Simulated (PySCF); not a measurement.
SMILES C(F)(c1ccc(C)cc1)(F)F (C8H7F3) (GFN2-xTB optimised geometry):

```
18

C     -1.596    -2.584     0.020
C     -0.838    -1.294     0.000
C     -1.506    -0.075     0.002
C     -0.808     1.117     0.002
C      0.581     1.098     0.004
C      1.330     2.396    -0.028
F      2.601     2.286     0.388
F      0.761     3.344     0.737
F      1.391     2.917    -1.273
C      1.265    -0.110     0.000
C      0.553    -1.294     0.000
H     -1.083    -3.344    -0.565
H     -2.601    -2.452    -0.372
H     -1.677    -2.948     1.044
H     -2.586    -0.058     0.002
H     -1.332     2.061     0.004
H      2.344    -0.119    -0.001
H      1.086    -2.234    -0.002
```

Calculation: B3LYP/def2-SVP run with PySCF 2.14.0.

### Question
What are the frontier orbital energies and the dipole moment?

### Answer
HOMO-2 -9.80 eV, HOMO-1 -7.48 eV, HOMO -7.24 eV, LUMO -0.87 eV, LUMO+1 -0.64 eV; dipole moment 3.32 D.

Meta-Löwdin charges at B3LYP/def2-SVP: C1 -0.29, C2 0.04, C3 -0.11, C4 -0.09, C5 -0.04, C6 0.75, F7 -0.27, F8 -0.27, F9 -0.27, C10 -0.09, C11 -0.11, H12 0.10, H13 0.10, H14 0.11, H15 0.10, H16 0.11, H17 0.11, H18 0.10.
